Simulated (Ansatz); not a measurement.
## Which isomer of F2GeH3OSi+ gives these data?

These gas-phase data were calculated for one isomer of F2GeH3OSi+ at B3LYP-D3(BJ)/def2-SVP (harmonic, unscaled wavenumbers; equilibrium rotational constants with average atomic masses):

```
rotational constants            : 6.115, 1.249, 1.051 GHz
all wavenumbers above 1500 cm⁻¹ : 3696, 2369, 2332
```

Candidates:

(1) `F[SiH2][OH+][Ge][F]`, a singlet
(2) `F[SiH](F)[OH+][GeH]`, a singlet

**Question.** Which candidate do the data belong to?

**Answer.** Candidate (1). No mode falls between 1900 and 2250 cm⁻¹, where the Ge–H stretch of (2) would stand.

The same quantities for all candidates:

```tsv
	rotational constants (GHz)	wavenumbers above 1500 cm⁻¹	E above the lowest, B3LYP-D3(BJ)/def2-SVP (kcal/mol)
(1)	6.115, 1.249, 1.051	3696, 2369, 2332	0.0
(2)	5.636, 1.089, 0.9993	3728, 2412, 1955	2.7
```

Harmonic stretches to hydrogen usually lie a few per cent above observed fundamentals. Each candidate is one conformer. Programs: Ansatz 0.2.0.
